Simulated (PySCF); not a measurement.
B(CCH)3 (C6H3B), SMILES C#CB(C#C)C#C. Atoms are numbered in the order given.

```xyz
10

B      0.0000     0.0000     0.0000
C     -1.5229     0.0000     0.0000
C     -2.7416     0.0000     0.0000
H     -3.8172     0.0000     0.0000
C      0.7615     1.3189     0.0000
C      1.3708     2.3743     0.0000
H      1.9086     3.3058     0.0000
C      0.7615    -1.3189     0.0000
C      1.3708    -2.3743     0.0000
H      1.9086    -3.3058     0.0000
```

Geometry: PBE0-D3(BJ)/def2-SVP.

All values below come from ωB97X/def2-TZVP (PySCF).

- total energy = -255.11915 hartree
- point group = D3h
- highest occupied level = -10.43 eV
- lowest empty level = -0.85 eV
- orbital gap = 9.59 eV
- dipole moment = 0.000 e·Å
- quadrupole, principal values (traceless, Buckingham form, about the centre of nuclear charge) = -11.47, 5.74, 5.74 D·Å
- mean static polarisability = 79.8 bohr³ (11.82 Å³)
- polarisability, principal values = 43.3, 98.0, 98.0 bohr³
